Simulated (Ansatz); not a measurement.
Reaction (ligand exchange at the Si–O bond): `C=C=C(Cl)O[SiH3]` + `C=C(O)F` → `C=C(F)O[SiH3]` + `C=C=C(O)Cl`

Isolated molecules relaxed with PBE0-D4/def2-TZVP in Ansatz; ΔE leaves out vibrations. CBS: MP2 limit from def2 TZ/QZ plus the TZ coupled-cluster correction, frozen cores. One conformer a species, not always the lowest.

```
           species  MP2/CBS(def2) energy (Eh)
`C=C=C(Cl)O[SiH3]`                 -941.04514
         `C=C(O)F`                 -252.79586
   `C=C(F)O[SiH3]`                 -543.08520
      `C=C=C(O)Cl`                 -650.75532
```

(1) Work out ΔE.

Largest T1 diagnostic among the species: 0.012.

## Answers

(1) ΔE = (-543.08520) + (-650.75532) − (-941.04514) − (-252.79586) = 0.00048 Eh = +0.3 kcal/mol. CCSD(T)/CBS gives -0.1 kcal/mol.

The D4 term adds +0.7 kcal/mol with B3LYP and +0.4 kcal/mol with PBE0; it sums over pairs of atoms, weighted by their polarisabilities, and B3LYP, whose exchange is more repulsive, gets the larger term.

B3LYP here is the variant with VWN-RPA as its local correlation; programs differ in this.
